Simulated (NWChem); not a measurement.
System: CH₅AlO₃; SMILES C[O][Al]([OH])[OH]

```xyz
10

Al     0.0543     0.4971     0.0000
O      1.2060     1.7416     0.0000
H      2.1513     1.5854     0.0000
O     -1.5988     0.8709     0.0000
H     -1.9398     1.7661     0.0000
O      0.5539    -1.1144     0.0000
C     -0.0240    -2.3766     0.0000
H      0.2927    -2.9518    -0.8889
H      0.2927    -2.9518     0.8889
H     -1.1293    -2.3469     0.0000
```
Atoms are numbered in this order, from 1.

Program: NWChem. Structure relaxed at the PBE0/def2-SVP level. Atomic charges in e: unrestrained fits to the electrostatic potential beside Mulliken populations; buried atoms are poorly determined by the fit.

Question: Estimate the computed values for B3LYP/def2-SVP. Quantities: ESP Al1; Mulliken Al1; ESP O2; Mulliken O2; ESP O4; Mulliken O4; ESP O6; Mulliken O6; ESP C7; Mulliken C7; relative RMS misfit of the potential (%).

Answer: 
```json
{
 "ESP Al1": "1.23",
 "Mulliken Al1": "0.86",
 "ESP O2": "-0.83",
 "Mulliken O2": "-0.46",
 "ESP O4": "-0.80",
 "Mulliken O4": "-0.46",
 "ESP O6": "-0.68",
 "Mulliken O6": "-0.54",
 "ESP C7": "0.44",
 "Mulliken C7": "0.21",
 "relative RMS misfit of the potential (%)": "26"
}
```
